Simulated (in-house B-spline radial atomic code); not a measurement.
## KLI/ALDAx excitations of the vanadium ion V⁵⁺

Method: KLI/ALDAx. Computed with a B-spline radial code for spherical atoms: linear response of the closed shell [Ne] 3s2 3p6 with the adiabatic LDA exchange kernel on the exchange-only KLI potential; non-relativistic, point nucleus, no spin-orbit coupling, no double excitations, S, P, D and F terms only. Only terms of natural parity with L up to 3 were computed.

Command:
```bash
python run_td.py task.json out
```
Settings (radii: box in bohr, nucleus in fm):
```
Z                        23
electrons                18
configuration            [Ne] 3s2 3p6
hamiltonian              nr
method                   kli
box_radius               16.35
intervals                72
```

Run time, properties included: 0.5 s on 1 thread of Intel(R) Xeon(R) Platinum 8259CL CPU @ 2.50GHz (Skylake/Cascade Lake), with other jobs on the host.

The lowest states, in the order of their Tamm-Dancoff energies; the method's threshold (minus the highest occupied level) is 128.16 eV. Labels give the largest channel, * marks a mixed state, and oscillator strengths are full-response dipole values. Semilocal kernels can invert the small singlet-triplet splittings of Rydberg terms. Energies in eV:

```json
{"state": "3p → 3d 3P", "full response": "38.06", "Tamm-Dancoff": "38.20", "oscillator strength": "-"}
{"state": "3p → 3d 3F", "full response": "39.20", "Tamm-Dancoff": "39.30", "oscillator strength": "-"}
{"state": "3p → 3d 1F", "full response": "42.74", "Tamm-Dancoff": "42.78", "oscillator strength": "-"}
{"state": "3p → 3d 1P", "full response": "54.89", "Tamm-Dancoff": "57.42", "oscillator strength": "3.83"}
{"state": "3s → 3d 3D", "full response": "65.89", "Tamm-Dancoff": "65.95", "oscillator strength": "-"}
{"state": "3p → 4s 3P", "full response": "66.78", "Tamm-Dancoff": "66.79", "oscillator strength": "-"}
{"state": "3p → 4s 1P", "full response": "67.75", "Tamm-Dancoff": "67.82", "oscillator strength": "0.23"}
{"state": "3s → 3d 1D", "full response": "70.26", "Tamm-Dancoff": "70.39", "oscillator strength": "-"}
{"state": "3p → 4p 3S", "full response": "73.71", "Tamm-Dancoff": "73.75", "oscillator strength": "-"}
{"state": "3p → 4p 3D", "full response": "74.70", "Tamm-Dancoff": "74.71", "oscillator strength": "-"}
{"state": "3p → 4p 1D", "full response": "75.38", "Tamm-Dancoff": "75.39", "oscillator strength": "-"}
{"state": "3p → 4p 1S", "full response": "78.60", "Tamm-Dancoff": "78.86", "oscillator strength": "-"}
{"state": "3p → 4d 3P", "full response": "86.46", "Tamm-Dancoff": "86.47", "oscillator strength": "-"}
{"state": "3p → 4d 3F", "full response": "?", "Tamm-Dancoff": "?", "oscillator strength": "-"}
{"state": "3p → 4d 1F", "full response": "?", "Tamm-Dancoff": "?", "oscillator strength": "-"}
{"state": "3p → 4d 1P", "full response": "88.02", "Tamm-Dancoff": "88.19", "oscillator strength": "0.0843"}
```

(1) Where does 3p → 4d 3F lie?

(2) Where does 3p → 4d 1F lie?

(3) How large is the singlet-triplet splitting of 3p → 3d (F terms) in Tamm-Dancoff?

(4) What polarisabilities and dispersion coefficient does the method give?

Results:

(1) At 86.74 eV in full response, 86.75 eV in Tamm-Dancoff.

(2) At 87.13 eV in full response, 87.13 eV in Tamm-Dancoff.

(3) 3.48 eV, from the unrounded values.

(4) Dipole 1.083 bohr³, quadrupole 1.157 bohr⁵, C6 1.968 hartree·bohr⁶ for two such species.
